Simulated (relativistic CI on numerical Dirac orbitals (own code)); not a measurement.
## Slater and spin-orbit integrals, Cd26+

Calculated at this level of theory: Dirac-Coulomb-Breit CI, orbitals from a KLI potential per configuration, model QED, unscaled Slater integrals (own radial code, finite nucleus).

Slater integrals F^k, G^k are unscaled and averaged over j, outside the closed core [Ne]; ζ comes from projecting the Hamiltonian with its Breit term on Σ l·s of the shell.

- 3s²3p⁶3d⁴: F^2(3d,3d) = 341000, F^4(3d,3d) = 219590, ζ(3d) = 27105 cm⁻¹; <r>(3d) = 0.2976, <r^2>(3d) = 0.1032 (bohr units).
- 3s²3p⁵3d⁵: ζ(3p) = 215440, F^2(3d,3d) = 340160, F^4(3d,3d) = 219030, F^2(3p,3d) = 301300, G^1(3p,3d) = 330170, G^3(3p,3d) = 217800, ζ(3d) = 26716 cm⁻¹; <r>(3p) = 0.33, <r^2>(3p) = 0.1257, <r>(3d) = 0.2982, <r^2>(3d) = 0.1036 (bohr units).
- 3s3p⁶3d⁵: F^2(3d,3d) = 339860, F^4(3d,3d) = 218830, G^2(3s,3d) = 249050, ζ(3d) = 26934 cm⁻¹; <r>(3s) = 0.3366, <r^2>(3s) = 0.1291, <r>(3d) = 0.2985, <r^2>(3d) = 0.1038 (bohr units).

Q: Give the Racah parameters of the d shell in 3s²3p⁶3d⁴.

A: B = F²/49 − 5F⁴/441 = 4469 cm⁻¹ and C = 35F⁴/441 = 17428 cm⁻¹.

Averages of the first 10 configurations, taken without configuration mixing, which lowers the lowest level and can move excited configurations by several eV; other configurations of the list can lie among them:

```
Configuration  Parity  States  Average energy above the lowest level (eV)
    3s²3p⁶3d⁴    even     210                                        28.1
    3s²3p⁵3d⁵     odd    1512                                       220.7
     3s3p⁶3d⁵    even     504                                       364.1
  3s²3p⁶3d³4s    even     240                                       587.4
  3s²3p⁶3d³4p     odd     720                                       638.7
  3s²3p⁶3d³4d    even    1200                                       710.5
  3s²3p⁶3d³4f     odd    1680                                       775.2
  3s²3p⁵3d⁴4s     odd    2520                                       774.6
3s²3p⁶3d²4s4p     odd     540                                      1217.9
   3s3p⁶3d⁴4s    even     840                                       919.2
```
